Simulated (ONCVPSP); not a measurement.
What the settings do to the ONCV potential of titanium (Ti)

Base potential:

| Property | Result |
| --- | --- |
| Element | titanium (Ti) |
| Generator | ONCVPSP 4.0.1 |
| Type | optimised norm-conserving Vanderbilt (ONCV) |
| Functional | BLYP |
| Relativity | non-relativistic |
| Frozen core | [Ne] |
| Valence charge | 12 |
| Reference configuration | 3s2 3p6 3d1 (charge +3) |
| Partial waves | 3s: rc 1.15 bohr, ncon 5, nbas 8, qcut 6.9 1/bohr, 2 projectors, debl 0.6 Ha; 3p: rc 1.45 bohr, ncon 5, nbas 9, qcut 9.6 1/bohr, 2 projectors, debl 2.6 Ha; 3d: rc 2.10 bohr, ncon 5, nbas 10, qcut 6.7 1/bohr, 2 projectors, debl 2.5 Ha |
| Local potential | polynomial inside 1.10 bohr (lpopt 4, dvloc0 0 Ha) |
| Core correction | Teter function, fcfact 5, rcfact 1.65 |

In the s channel the program set the typed energies aside and used -3.453, 0.250 Ha.

Cutoffs, loose and tight: the cutoffs (Ha) at which the residual kinetic energy of the hardest occupied pseudo-wave falls to 1 and 0.1 mHa per electron. They do not see the model core or the augmentation charge, which bear on the density cutoff. Test errors are all-electron minus pseudo excitation energies from the reference, over the configurations 3s2 3p6 3d2 4s2; 3s2 3p6 3d2 4s1; 3s2 3p6 3d2; 3s2 3p6 3d1 4s2 4p1. A dash means not determined; rows that change the core or the reference have their own tests. The largest error is taken over the tests solved by every variant that gives reliable tests at all: 3s2 3p6 3d2; 3s2 3p6 3d2 4s1; 3s2 3p6 3d2 4s2.

| change | outcome | cutoff, loose | cutoff, tight | bound ghosts | GHOST(+) flags above zero | largest test error (meV) |
| --- | --- | --- | --- | --- | --- | --- |
| base | generated, projector energies reset by the program | 99 Ha | 123 Ha | none | none | +187 |
| core correction Teter function, fcfact 1.5, rcfact 1.65 | generated, projector energies reset by the program | 99 Ha | 123 Ha | none | none | +191 |
| core correction Teter function, fcfact 2.5, rcfact 1.65 | generated, projector energies reset by the program | 99 Ha | 123 Ha | none | none | +190 |
| core correction Teter function, fcfact 3.4, rcfact 1.65 | generated, projector energies reset by the program | 99 Ha | 123 Ha | none | none | +189 |
| core correction Teter function, fcfact 4.7, rcfact 1.65 | generated, projector energies reset by the program | 99 Ha | 123 Ha | none | none | +188 |
| core correction Teter function, fcfact 5.7, rcfact 1.65 | generated, projector energies reset by the program | 99 Ha | 123 Ha | none | none | +187 |
| core correction Teter function, fcfact 6.6, rcfact 1.65 | generated, projector energies reset by the program | 99 Ha | 123 Ha | none | none | +186 |
| core correction Teter function, fcfact 7.6, rcfact 1.65 | generated, projector energies reset by the program | 99 Ha | 123 Ha | none | none | +186 |

Reading the sweep of the fcfact (base included, trends over the rows without a ghost): The loose cutoff stays near 99 Ha.
